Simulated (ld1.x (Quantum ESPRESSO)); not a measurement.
**platinum, TM: configuration errors across variants**

| Property | Result |
| --- | --- |
| Element | platinum (Pt) |
| Generator | ld1.x (Quantum ESPRESSO) 7.5 |
| Type | norm-conserving Troullier–Martins (Kleinman–Bylander form) |
| Functional | PBE |
| Relativity | fully relativistic |
| Frozen core | [Xe] 4f14 |
| Valence charge | 10 |
| Reference configuration | 5d8.5 6s0 6p0 (charge +1.5) |
| Partial waves | 6s (bound, empty): rc 2.25 bohr; 6p (bound, empty): rc 2.75 bohr; 5d (bound): rc 2.05 bohr |
| Local potential | the d channel |
| Core correction | none |

Open shells are filled in proportion to 2j + 1 (rel_dist='average').

All-electron excitation energies from the reference (eV): (1) 5d9 6s1 6p0 -17.756; (2) 5d9 6s0 6p0 -8.546; (3) 5d8 6s0 6p0 11.435; (4) 5d9.5 6s0.5 6p0 -17.889; (5) 5d6 6s0 6p0 89.281; (6) 5d8 6s1 6p0 -6.564.

Tests that are not counted but printed errors over 1 eV. “base”: 5d8 6s1 6p1 (pseudo-atom not self-consistent, printed error +16.3 eV). “wave 6p (bound): rc 2.75 bohr becomes 6p (bound): rc 4.10 bohr”: 5d8 6s1 6p1 (pseudo-atom not self-consistent, printed error +26.5 eV). “core correction a·sin(br)/r model core inside 1.88 bohr”: 5d8 6s1 6p1 (solver errors, printed error -2.0 eV).

3 further variants failed, have other tests or another functional or relativity, and are left out.

A true bound ghost makes a file unfit for plane-wave use even where its test errors are small: the radial tests pick states by their node count and pass the ghost by. Where a test does run into it, the solver fails or the error is huge.

The file “base” misses its own reference levels by 0.9 eV. The file “wave 6p (bound): rc 2.75 bohr becomes 6p (bound): rc 4.10 bohr” misses its own reference levels by 0.9 eV. The file “core correction a·sin(br)/r model core inside 1.88 bohr” misses its own reference levels by 0.9 eV. The file “wave 6s (bound): rc 2.25 bohr becomes 6s (bound): rc 1.42 bohr” misses its own reference levels by 0.9 eV. The file “all radii scaled by about 1.07 (s 2.40, p 2.94, d 2.20 bohr)” misses its own reference levels by 0.9 eV. The file “wave 5d (bound): rc 2.05 bohr becomes 5d (bound): rc 2.46 bohr” misses its own reference levels by 0.9 eV.

Errors AE − PS in meV (a dash: test not solved or not reliable):

```csv
change,(1),(2),(3),(4),(5),(6),bound ghosts
base,+18,-12,+6.0,-5.1,-150,-0.6,"s, p3/2, p1/2"
wave 6p (bound): rc 2.75 bohr becomes 6p (bound): rc 4.10 bohr,+18,-12,+6.0,-5.1,-150,-0.6,"s, p3/2, p1/2"
core correction a·sin(br)/r model core inside 1.88 bohr,-24,-17,-1.0,-43,-388,-16,"s, p3/2, p1/2"
wave 6s (bound): rc 2.25 bohr becomes 6s (bound): rc 1.42 bohr,+178,-12,+6.0,+23,-150,+249,"s, p3/2, p1/2"
"all radii scaled by about 1.07 (s 2.40, p 2.94, d 2.20 bohr)",+16,-12,+5.0,-8.0,-158,+1.1,"s, p3/2, p1/2"
"type PAW; waves now 6s (bound): rcut 1.95, rcutus 2.25 bohr; 6s channel at 1.6 Ry: rcut 1.95, rcutus 2.25 bohr; 6p (bound): rcut 2.40, rcutus 2.75 bohr; 6p channel at 0.3 Ry: rcut 2.40, rcutus 2.75 bohr; 5d (bound): rcut 1.80, rcutus 2.05 bohr; 5d channel at -0.1 Ry: rcut 1.80, rcutus 2.05 bohr; local potential all-electron potential smoothed inside 2.20 bohr (lloc = -1); core correction a·sin(br)/r model core, default radius (ld1.x builds one for every PAW set, though the input has nlcc=.false.); augmentation BESSEL, radius 1.75 bohr",+5.4,-8.7,-15,-15,-641,+1.1,not determined
wave 5d (bound): rc 2.05 bohr becomes 5d (bound): rc 2.46 bohr,+11,-14,+3.1,-17,-157,+4.2,"s, p3/2, p1/2"
```

(1) Give the same row for: local potential the s channel.

Answers

(1) +23, -11, -15, -7.4, -547, -16; bound ghosts: none.
